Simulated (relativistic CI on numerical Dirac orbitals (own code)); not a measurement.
## Ti⁴⁺: L2,3 absorption edge

Computed with this model: Dirac-Coulomb-Breit CI, separate exchange-only KLI orbitals for each configuration, a model potential for QED, multiplet model of core-to-valence dipole absorption, unscaled Slater integrals; configurations [Ne] 3s2 3p6 → [He] 2s2 2p5 3s2 3p6 3d; 300 K; Lorentzian 0.4 eV and Gaussian 0.3 eV FWHM. Energies are those of the free ion, without screening or charge transfer. The branching ratio is the share of the lower-energy edge in the whole absorption, uncertain by about 0.02 where the edges overlap. S is read from ⟨S²⟩ = S(S + 1).

Field parameters in Wybourne normalisation: D4h B²₀ = −7Ds, B⁴₀ = 21(Dq − Dt), B⁴₄ = 21√(5/14) Dq. The field is a parameter set, without covalency.

Peaks in eV (height, largest 100): 462.7 (18), 466.0 (25), 466.8 (7), 468.3 (56), 471.7 (100).

(1) Which surroundings give this spectrum?
A. D4h, 10Dq = 31700, Ds = 430, Dt = 810 cm⁻¹
B. D4h, 10Dq = 31700, Ds = -210, Dt = 810 cm⁻¹
C. D4h, 10Dq = 31700, Ds = 1070, Dt = 810 cm⁻¹
D. D4h, 10Dq = 31700, Ds = -1500, Dt = 810 cm⁻¹

Results:

(1) B. D4h, 10Dq = 31700, Ds = -210, Dt = 810 cm⁻¹, where the ground state has S = 0.00.
